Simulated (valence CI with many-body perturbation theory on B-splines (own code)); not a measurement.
# Energy levels of Ca XIV

Calculated by relativistic CI+MBPT: five valence electrons over a frozen Dirac-Fock core [He], a basis of 11 s, 11 p, 10 d, 8 f, 5 g, 2 h functions for each j, with the one-electron correlation potential Σ1, the two-electron term Σ2, the three-electron term Σ3, Breit, model QED; selected CI, second order for the rest, scaled by the run's own slope (own B-spline code, finite nucleus).

No measured levels were compared; by estimate levels of excited configurations hold to 0.05 to 0.15 % of their energy, terms of the ground configuration to about 0.5 %. Among the levels kept, up to 5500 cm⁻¹ of a level comes from second order outside the variational space, and about a tenth of that is noise between levels of different J, which matters for small intervals.

Levels 181 to 194 of 194, with energies above the lowest level, 2s²2p³ ⁴S°_3/2. "Leading %" is the weight of the configuration and term that name the level; weights of strongly mixed levels are sums over their largest components and can fall short. In the jj column 3d3/2^4 stands for four electrons in 3d with j = 3/2. Lifetimes count E1, E2, E3, M1 and M2 decay at the calculated energies, and are blank where another channel may lead or the interval is too uncertain; long ones can be off by a factor of two.

| No. | Configuration | Term | J | E (eV) | Leading % | g | Leading jj | Lifetime |
| --- | --- | --- | --- | --- | --- | --- | --- | --- |
| 181 | 2s2p³3d | ⁴D° | 5/2 | 582.79 | 87 | 1.352 | 2s 2p3/2^3 3d3/2 (28 %) | 307 fs |
| 182 | 2s2p³3d | ²D° | 3/2 | 584.43 | 93 | 0.813 | 2s 2p1/2^2 2p3/2 3d5/2 (29 %) | 618 fs |
| 183 | 2s2p³3d | ²F° | 5/2 | 585.91 | 92 | 0.878 | 2s 2p1/2 2p3/2^2 3d5/2 (57 %) | 672 fs |
| 184 | 2s2p³3p | ²P | 1/2 | 586.26 | 94 | 0.713 | 2s 2p1/2 2p3/2^2 3p3/2 (56 %) | 3.14 ps |
| 185 | 2s2p³3p | ²P | 3/2 | 586.39 | 56 | 1.117 | 2s 2p1/2 2p3/2^2 3p1/2 (30 %) | 2.27 ps |
| 186 | 2s2p³3d | ²F° | 7/2 | 586.60 | 93 | 1.134 | 2s 2p3/2^3 3d5/2 (26 %) | 380 fs |
| 187 | 2s2p³3d | ²D° | 5/2 | 586.67 | 88 | 1.166 | 2s 2p3/2^3 3d5/2 (26 %) | 417 fs |
| 188 | 2s2p³3p | ²D | 5/2 | 589.12 | 94 | 1.212 | 2s 2p3/2^3 3p3/2 (44 %) | 2.43 ps |
| 189 | 2s2p³3p | ²D | 3/2 | 589.46 | 49 | 1.064 | 2s 2p3/2^3 3p3/2 (35 %) | 3.57 ps |
| 190 | 2s2p³3d | ²P° | 1/2 | 590.43 | 95 | 0.670 | 2s 2p1/2^2 2p3/2 3d5/2 (41 %) | 232 fs |
| 191 | 2s2p³3p | ²P | 3/2 | 590.94 | 88 | 1.300 | 2s 2p3/2^3 3p1/2 (30 %) | 1.76 ps |
| 192 | 2s2p³3p | ²S | 1/2 | 591.32 | 57 | 1.495 | 2s 2p3/2^3 3p1/2 (36 %) | 3.30 ps |
| 193 | 2s2p³3d | ²P° | 3/2 | 591.71 | 95 | 1.321 | 2s 2p1/2 2p3/2^2 3d3/2 (33 %) | 216 fs |
| 194 | 2s2p³3p | ²P | 1/2 | 593.60 | 61 | 1.159 | 2s 2p3/2^3 3p3/2 (57 %) | 2.70 ps |

Names give the largest LS component (configuration and term), which can be under half, so a name can repeat, a term be missing and a line seem to break the LS rules; names also repeat where a configuration has a term twice.
